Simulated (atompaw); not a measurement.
**Before and after: PAW (atompaw) potential for europium (Eu)**

europium, PAW, made with atompaw 4.2.0.5 (PBE, scalar-relativistic). Core [Kr] 4d10, reference 4f7 5s2 5p6 5d0 6s1.75 6p0.25. Waves: 5s (bound): rc 1.90 bohr; 6s (bound): rc 3.00 bohr; 5p (bound): rc 1.95 bohr; 6p (bound): rc 3.00 bohr; 5d (bound, empty): rc 2.35 bohr; 5d channel at 4.25 Ry: rc 3.00 bohr; 4f (bound): rc 1.15 bohr; 4f channel at 0.1 Ry: rc 1.15 bohr. Local part: troulliermartins scheme with l = 4 at 0 Ry, radius 2.90 bohr. Core correction: smooth core density matched at 2.30 bohr. Augmentation charge: sinc compensation charge, radius 2.85 bohr; PAW radius 3.00 bohr; waves and projectors: custom polynom vanderbiltortho.

Change: local potential troulliermartins scheme with l = 4 at 0 Ry, radius 1.88 bohr.

Cutoffs: the cutoffs (Ry, on a coarse ladder) from which the occupation-weighted sum of valence levels, in a spherical-Bessel basis at the reference potential, stays within 10 and 1 mRy of its value at 400 Ry; they do not see the model core or the augmentation charge, which bear on the density cutoff.

Problem. What does the change do?

Solution. The potential gets neither clearly harder nor softer (160 Ry and 230 Ry → 160 Ry and 230 Ry); the range in which the s phases agree narrows (upper end 2.8 → 0.4); neither file shows a bound ghost.

| quantity | base | changed |
| --- | --- | --- |
| cutoff, loose | 160 Ry | 160 Ry |
| cutoff, tight | 230 Ry | 230 Ry |
| bound ghosts | none | none |
| s: phases at 3.01 bohr within 0.05 rad from the reference energy up to (Ry; the scan ends near 5) | 2.8 | 0.4 |
| p: phases at 3.01 bohr within 0.05 rad from the reference energy up to (Ry; the scan ends near 5) | 0.6 | 0.6 |
| d: phases at 3.01 bohr within 0.05 rad from the reference energy up to (Ry; the scan ends near 5) | 2.2 | 2.0 |
| f: phases at 3.01 bohr within 0.05 rad from the reference energy up to (Ry; the scan ends near 5) | to the end of the scan | to the end of the scan |
| lowest overlap eigenvalue by channel | s 0.51, p 0.60, d 0.70, f 0.98 | s 0.52, p 0.55, d 0.70, f 0.99 |

 The cutoffs see the waves, projectors and local potential, not the compensation charge or the core.
